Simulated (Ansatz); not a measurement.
Si22H28, a nanocrystal cut from cubic silicon. The state is a triplet with charge 0. Geometry PBE-D4/def2-SVP, that of the neutral singlet; atoms count from 1.

```xyz
50

Si    0.801   -2.314   -3.342
Si    2.150    1.294   -3.296
Si    1.205   -4.561   -0.250
Si   -2.266   -3.238   -1.240
Si   -0.923    0.361   -1.187
Si   -4.000   -0.561    0.921
Si   -0.524   -1.869    1.897
Si   -2.657    3.028    0.968
Si    2.535   -0.946   -0.202
Si    3.904    2.654   -0.158
Si    0.816    1.711    1.942
Si    0.426    3.958   -1.147
Si   -2.262    0.794    4.070
Si   -0.200   -4.016   -2.059
Si    1.140   -0.401   -2.014
Si    2.501    3.207   -1.968
Si    1.542   -2.650    1.083
Si   -1.935   -1.329    0.095
Si   -0.589    2.270    0.141
Si   -3.671    1.344    2.265
Si   -0.193    0.031    3.246
Si    2.893    0.962    1.129
H     2.128   -2.785   -3.885
H    -0.087   -1.958   -4.509
H     1.255    1.635   -4.463
H     3.465    0.791   -3.840
H     2.530   -5.065   -0.767
H     0.574   -5.656    0.575
H    -3.178   -2.888   -2.391
H    -2.936   -4.311   -0.417
H    -1.825    0.713   -2.347
H    -4.905   -0.224   -0.239
H    -4.653   -1.658    1.726
H    -1.188   -2.956    2.711
H    -3.552    3.394   -0.191
H    -2.438    4.265    1.803
H     3.858   -1.433   -0.750
H     5.239    2.177   -0.675
H     4.139    3.876    0.696
H     1.021    2.949    2.787
H    -0.483    4.319   -2.297
H     0.619    5.188   -0.294
H    -2.906   -0.281    4.911
H    -2.050    2.009    4.940
H    -0.418   -5.243   -2.917
H     3.149    4.294   -2.796
H     2.444   -2.978    2.252
H    -5.000    1.834    2.793
H     0.728   -0.328    4.390
H     3.779    0.592    2.298
```

Single mean-field runs in def2-SVP are fitted with def2-universal-jkfit. At PBE0-D4/def2-SVP a singlet of charge 0 lies 4.66 eV below the triplet at the same geometry.

Q: Estimate the Mulliken populations of the heavy atoms from the PBE0/def2-SVP orbitals of Ansatz.

A: 
| atom | charge (e) | spin (α − β) |
| --- | --- | --- |
| Si1 | 0.16 | 0.01 |
| Si2 | 0.17 | 0.02 |
| Si3 | 0.12 | 0.00 |
| Si4 | 0.16 | 0.01 |
| Si5 | 0.12 | 0.03 |
| Si6 | 0.17 | 0.02 |
| Si7 | 0.00 | -0.02 |
| Si8 | 0.14 | 0.26 |
| Si9 | 0.00 | -0.02 |
| Si10 | 0.12 | 0.02 |
| Si11 | 0.02 | 0.04 |
| Si12 | 0.14 | 0.26 |
| Si13 | 0.12 | 0.02 |
| Si14 | -0.13 | 0.01 |
| Si15 | -0.31 | 0.16 |
| Si16 | -0.12 | 0.10 |
| Si17 | -0.04 | 0.03 |
| Si18 | -0.31 | 0.16 |
| Si19 | -0.28 | 0.24 |
| Si20 | -0.12 | 0.10 |
| Si21 | -0.05 | 0.14 |
| Si22 | -0.05 | 0.14 |
Mulliken values depend strongly on the basis.

Q: Where does the spin sit?

A: Summed by element: Si 1.71, H 0.29, of 2 unpaired in all. Largest on single atoms: Si12 0.26, Si8 0.26, Si19 0.24.

Q: And the Mayer bond orders between heavy atoms (over 0.3)?

A: Si1–Si14 0.93 (2.35 Å); Si1–Si15 0.90 (2.35 Å); Si2–Si15 0.90 (2.35 Å); Si2–Si16 0.94 (2.35 Å); Si3–Si14 0.94 (2.36 Å); Si3–Si17 0.94 (2.35 Å); Si4–Si14 0.93 (2.35 Å); Si4–Si18 0.90 (2.35 Å); Si5–Si15 0.82 (2.35 Å); Si5–Si18 0.82 (2.35 Å); Si5–Si19 0.96 (2.35 Å); Si6–Si18 0.90 (2.35 Å); Si6–Si20 0.94 (2.35 Å); Si7–Si17 0.91 (2.35 Å); Si7–Si18 0.92 (2.35 Å); Si7–Si21 0.94 (2.35 Å); Si8–Si19 0.73 (2.35 Å); Si8–Si20 0.90 (2.35 Å); Si9–Si15 0.92 (2.35 Å); Si9–Si17 0.91 (2.35 Å); Si9–Si22 0.94 (2.35 Å); Si10–Si16 0.94 (2.36 Å); Si10–Si22 0.91 (2.35 Å); Si11–Si19 0.96 (2.35 Å); Si11–Si21 0.85 (2.35 Å); Si11–Si22 0.85 (2.35 Å); Si12–Si16 0.90 (2.35 Å); Si12–Si19 0.73 (2.35 Å); Si13–Si20 0.94 (2.36 Å); Si13–Si21 0.91 (2.35 Å).
